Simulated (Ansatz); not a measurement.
Program: Ansatz. Geometries: PBE0-D4/def2-TZVP. ΔE: electronic, gas phase. CBS: MP2 limit from def2 TZ/QZ plus the TZ coupled-cluster correction, frozen cores. This one scheme is used for every species. Functionals use def2-TZVPP. HSE06 is defined as in plane-wave codes. For Se outer-core shells are correlated without core-valence functions, which leaves a few kJ/mol of doubt a bond. Scalar relativity is left out up to krypton. One conformer a species, not always the lowest.

Consider the ligand exchange at the Si–O bond: `CO[SiH](F)[SeH]` + H–F → `F[SiH](F)[SeH]` + CH₃OH.

`CO[SiH](F)[SeH]`:

```xyz
10

C    -1.239    0.670    0.671
O    -0.797   -0.452   -0.064
Si    0.539   -0.530   -0.979
F     0.592   -2.037   -1.472
Se    2.413    0.032    0.160
H    -1.590    1.463    0.004
H    -2.070    0.350    1.301
H    -0.442    1.068    1.306
H     0.491    0.353   -2.164
H     2.103   -0.917    1.239
```

H–F:

Cartesian coordinates in Å:
```
F 0.308 0.328 -0.093
H -0.308 -0.328 0.093
```

`F[SiH](F)[SeH]`:

```xyz
6

F     1.365   -0.921    0.498
Si   -0.129   -0.414    0.341
F    -0.387    0.526    1.591
Se   -0.418    0.696   -1.592
H    -1.047   -1.563    0.391
H     0.616    1.676   -1.230
```

CH₃OH:

Z-matrix (Å, degrees):
```
C
O 1 1.409
H 1 1.097 2 112.4
H 1 1.090 2 107.0 3 -118.5
H 1 1.097 2 112.4 3 123.0
H 2 0.959 1 108.5 3 -61.6
```

| level | ΔE (kcal/mol) | difference from CCSD(T)/CBS |
| --- | --- | --- |
| PBE-D4 | -8.3 | -0.6 |
| BLYP-D4 | -8.4 | -0.7 |
| r2SCAN-D4 | -9.0 | -1.3 |
| HSE06-D4 | -8.0 | -0.3 |
| ωB97X-V | -8.9 | -1.2 |
| r2SCANh | -9.3 | -1.6 |
| CAM-B3LYP | -10.2 | -2.5 |
| RPA@PBE/def2-TZVPP | -8.3 | -0.6 |
| CCSD/def2-SVP | -8.8 | -1.1 |
| MP2/CBS(def2) | -6.9 | 0.8 |
| CCSD(T)/CBS | -7.7 | 0 |

(1) What do rigid-rotor, harmonic-oscillator terms from PBE0-D4/def2-TZVP frequencies (298.15 K, 1 bar) make of the CCSD(T)/CBS value? (Estimate.)

Largest T1 diagnostic among the species: 0.011.

Answers

(1) Ansatz gave: ΔZPE = +1.3 kcal/mol, ΔH = -7.1 kcal/mol, ΔS = 17 J/(mol·K), ΔG = -8.4 kcal/mol.

In def2-TZVPP, CCSD(T) changes the Hartree–Fock value by +2.9 kcal/mol (the triples alone add +0.5 kcal/mol) and MP2 by +3.7 kcal/mol. At CCSD(T), def2-SVP lies −0.9 kcal/mol from the extrapolated value and def2-TZVPP −0.2 kcal/mol.
